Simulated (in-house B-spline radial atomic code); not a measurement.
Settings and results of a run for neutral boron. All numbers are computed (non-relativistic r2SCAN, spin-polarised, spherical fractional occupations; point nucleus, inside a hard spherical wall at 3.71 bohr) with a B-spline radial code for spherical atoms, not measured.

Command:
```bash
python run_scf.py task.json out
```
Settings:
```
Z                5
configuration    [He] 2s2 2p1
hamiltonian      nr
method           r2scan
spin_polarised   True
wall_radius      3.71
```

Output (hartree, bohr):
```
 radial grid: 33 intervals, B-splines of order 8, outer radius 3.71 bohr

 iter        energy (Eh)    residual
    1         -24.418296    1.21e-02
    2         -24.419353    6.03e-04
    3         -24.419355    3.27e-04
    4         -24.419356    1.79e-04
    5         -24.419357    2.25e-05
    6         -24.419357    2.49e-06
    7         -24.419357    4.20e-07
    8         -24.419357    2.86e-08

 total energy                       -24.41936
 kinetic                              25.3856
 electron-nucleus                    -58.2453
 Hartree                              12.4450
 exchange-correlation                 -4.0046

 orbital      occ     eigenvalue          <r>       <r^2>       <1/r>     <1/r^2>       <r^4>       r_max
 1s up      1.000        -6.5117     0.329276    0.147392     4.65201     44.3065   0.0585586      0.2108
 1s down    1.000        -6.4949     0.328151    0.146174     4.66214     44.4554   0.0572621      0.2106
 2s up      1.000        -0.2274      1.69503     3.25759    0.810409     2.63887     15.5177         1.5
 2s down    1.000        -0.1498      1.71507     3.32903    0.794753     2.50992      16.117       1.525
 2p up      1.000         0.0442      1.67291      3.2194    0.729755    0.717116      15.797       1.499
```

Run time, properties included: 0.05 s on 1 thread of Arm Neoverse V1, on a shared host.
